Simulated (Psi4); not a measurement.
F₃In (SMILES [F][In]([F])[F]), singlet, at a GFN2-xTB geometry (such geometries of metal compounds can be far from the true shape) (all electrons, no relativity), with bond 2-1 at 2.2 times its length; HF/STO-3G in Psi4.

Here is a job for Psi4.
```
memory 2 GB

molecule mol {
0 1
In    0.000000    0.000000    0.000000
F    -3.690922   -2.244684    0.066586
F     0.015199    1.844970   -0.672648
F     1.662493   -0.824659    0.642382
}

set {
  basis sto-3g
  reference uhf
  scf_type pk
  stability_analysis follow
}

energy('scf')
print_variables()
```

### Question
Write the output that Psi4 gives for this input, abridged.

### Answer

```
   => Loading Basis Set <=

    Name: STO-3G
    Role: ORBITAL
    Keyword: BASIS

         ---------------------------------------------------------
                                   SCF
               by Justin Turney, Rob Parrish, Andy Simmonett
                          and Daniel G. A. Smith
                              UHF Reference
         ---------------------------------------------------------

  ==> Geometry <==

    Molecular point group: c1
    Full point group: C1

    Geometry (in Angstrom), charge = 0, multiplicity = 1:

       Center              X                  Y                   Z               Mass
    ------------   -----------------  -----------------  -----------------  -----------------
         IN           0.222503537311     0.135318529670    -0.004014110894   114.903878776000
         F           -3.468418462689    -2.109365470330     0.062571889106    18.998403162730
         F            0.237702537311     1.980288529670    -0.676662110894    18.998403162730
         F            1.884996537311    -0.689340470330     0.638367889106    18.998403162730

  Running in c1 symmetry.

  Rotational constants: A =      0.15339  B =      0.04441  C =      0.03444 [cm^-1]
  Rotational constants: A =   4598.37333  B =   1331.35670  C =   1032.43741 [MHz]
  Nuclear repulsion =  319.677975628616366

  Charge       = 0
  Multiplicity = 1
  Electrons    = 76
  Nalpha       = 38
  Nbeta        = 38

  ==> Algorithm <==

  SCF Algorithm Type is PK.
  DIIS enabled.
  MOM disabled.
  Fractional occupation disabled.
  Guess Type is SAD.
  Energy threshold   = 1.00e-06
  Density threshold  = 1.00e-06
  Integral threshold = 1.00e-12

  ==> Primary Basis <==

  Basis Set: STO-3G
    Blend: STO-3G
    Number of shells: 20
    Number of basis functions: 42
    Number of Cartesian functions: 44
    Spherical Harmonics?: true
    Max angular momentum: 2

  ==> Integral Setup <==

  Using in-core PK algorithm.
   Calculation information:
      Number of atoms:                   4
      Number of AO shells:              20
      Number of primitives:             60
      Number of atomic orbitals:        44
      Number of basis functions:        42

      Integral cutoff                 1.00e-12
      Number of threads:                 1

  Performing in-core PK
  Using 816312 doubles for integral storage.
  We computed 12143 shell quartets total.
  Whereas there are 22155 unique shell quartets.

  ==> DiskJK: Disk-Based J/K Matrices <==

    J tasked:                  Yes
    K tasked:                  Yes
    wK tasked:                  No
    Schwarz Cutoff:          1E-12

  Minimum eigenvalue in the overlap matrix is 3.5118089609E-01.
  Reciprocal condition number of the overlap matrix is 2.0518230596E-01.
    Using symmetric orthogonalization.

  ==> Pre-Iterations <==

  SCF Guess: Superposition of Atomic Densities via on-the-fly atomic UHF (no occupation information).

   -------------------------
    Irrep   Nso     Nmo
   -------------------------
     A         42      42
   -------------------------
    Total      42      42
   -------------------------

  ==> Iterations <==

                        Total Energy        Delta E     RMS |[F,P]|

   @UHF iter SAD: -5972.59044618749431   -5.97259e+03   0.00000e+00
   @UHF iter   1: -5976.41352050259047   -3.82307e+00   8.84574e-03 ADIIS/DIIS
   @UHF iter   2: -5965.11684916325339    1.12967e+01   5.33863e-02 ADIIS/DIIS
   @UHF iter   3: -5972.08176388034826   -6.96491e+00   5.78293e-03 ADIIS/DIIS
   @UHF iter   4: -5976.47533006199228   -4.39357e+00   2.52254e-03 ADIIS/DIIS
   @UHF iter   5: -5976.48818972792924   -1.28597e-02   1.18093e-03 ADIIS/DIIS
   @UHF iter   6: -5972.07721446574033    4.41098e+00   4.25307e-03 ADIIS/DIIS
   @UHF iter   7: -5976.49230132306730   -4.41509e+00   6.52729e-04 ADIIS/DIIS
   @UHF iter   8: -5976.21368422663727    2.78617e-01   1.86674e-03 ADIIS/DIIS
   @UHF iter   9: -5976.21457368805659   -8.89461e-04   1.71715e-03 ADIIS/DIIS
[...]
   @UHF iter  70: -5976.64183901882097    9.93120e-04   5.83740e-04 ADIIS/DIIS
   @UHF iter  71: -5976.64261649032233   -7.77472e-04   2.76912e-04 ADIIS/DIIS
   @UHF iter  72: -5976.64250452483611    1.11965e-04   4.00900e-04 ADIIS/DIIS
   @UHF iter  73: -5976.64344310081287   -9.38576e-04   2.45034e-04 ADIIS/DIIS
   @UHF iter  74: -5976.64380761418670   -3.64513e-04   1.20279e-04 ADIIS/DIIS
   @UHF iter  75: -5976.63007399804519    1.37336e-02   2.18193e-03 ADIIS/DIIS
   @UHF iter  76: -5976.61612534992310    1.39486e-02   2.76570e-03 ADIIS/DIIS
   @UHF iter  77: -5976.63775373976205   -2.16284e-02   1.05179e-03 ADIIS/DIIS
   @UHF iter  78: -5976.60741178603621    3.03420e-02   3.18645e-03 ADIIS/DIIS
   @UHF iter  79: -5976.63764284352783   -3.02311e-02   9.60710e-04 ADIIS/DIIS
   @UHF iter  80: -5976.35831247116403    2.79330e-01   5.96687e-03 ADIIS/DIIS
   @UHF iter  81: -5976.37714555272123   -1.88331e-02   6.11473e-03 ADIIS/DIIS
   @UHF iter  82: -5976.36466227181154    1.24833e-02   6.02456e-03 ADIIS/DIIS
   @UHF iter  83: -5976.40705852269639   -4.23963e-02   6.23931e-03 ADIIS/DIIS
   @UHF iter  84: -5976.49929408864864   -9.22356e-02   5.80282e-03 ADIIS/DIIS
   @UHF iter  85: -5976.60459552714747   -1.05301e-01   2.63258e-03 ADIIS/DIIS
   @UHF iter  86: -5976.62946014608679   -2.48646e-02   1.83055e-03 ADIIS/DIIS
   @UHF iter  87: -5976.54727667506904    8.21835e-02   5.02442e-03 ADIIS/DIIS
   @UHF iter  88: -5976.64080842644489   -9.35318e-02   1.43762e-04 ADIIS/DIIS
   @UHF iter  89: -5976.64051666860360    2.91758e-04   8.55561e-05 DIIS
   @UHF iter  90: -5976.63742918352909    3.08749e-03   7.39821e-04 ADIIS/DIIS
   @UHF iter  91: -5976.56476612564074    7.26631e-02   4.55294e-03 ADIIS/DIIS
   @UHF iter  92: -5976.56547055701321   -7.04431e-04   4.53712e-03 ADIIS/DIIS
   @UHF iter  93: -5976.56440050764286    1.07005e-03   4.57002e-03 ADIIS/DIIS
   @UHF iter  94: -5976.54649114056156    1.79094e-02   5.00992e-03 ADIIS/DIIS
   @UHF iter  95: -5976.55389664580161   -7.40551e-03   4.84437e-03 ADIIS/DIIS
   @UHF iter  96: -5976.56348356785384   -9.58692e-03   4.60362e-03 ADIIS/DIIS
   @UHF iter  97: -5976.62689246265109   -6.34089e-02   1.86496e-03 ADIIS/DIIS
   @UHF iter  98: -5976.63109227116729   -4.19981e-03   1.38069e-03 ADIIS/DIIS
   @UHF iter  99: -5976.51118497153948    1.19907e-01   5.61016e-03 ADIIS/DIIS
   @UHF iter 100: -5976.56547656500970   -5.42916e-02   4.53370e-03 ADIIS/DIIS

PsiException: Could not converge SCF iterations in 100 iterations.

  Failed to converge.

Traceback (most recent call last):
  File "psi4", line 375, in <module>
  File "<string>", line 27, in <module>
  File "site-packages/psi4/driver/driver.py", line 533, in energy
  File "site-packages/psi4/driver/procrouting/proc.py", line 2760, in run_scf
  File "site-packages/psi4/driver/procrouting/proc.py", line 2047, in scf_helper
  File "site-packages/psi4/driver/procrouting/scf_proc/scf_iterator.py", line 93, in scf_compute_energy
  File "site-packages/psi4/driver/procrouting/scf_proc/scf_iterator.py", line 86, in scf_compute_energy
  File "site-packages/psi4/driver/procrouting/scf_proc/scf_iterator.py", line 609, in scf_iterate

psi4.driver.p4util.exceptions.SCFConvergenceError: Could not converge SCF iterations in 100 iterations.

Printing out the relevant lines from the Psithon --> Python processed input file:
    core.IO.set_default_namespace("mol")
    core.set_global_option("BASIS", "sto-3g")
    core.set_global_option("REFERENCE", "uhf")
    core.set_global_option("SCF_TYPE", "pk")
    core.set_global_option("STABILITY_ANALYSIS", "follow")
--> energy('scf')
    print_variables()

!-------------------------------------------------------!
!                                                       !
!  Could not converge SCF iterations in 100 iterations. !
!                                                       !
!-------------------------------------------------------!
```

The run did not converge; its last values are not results.
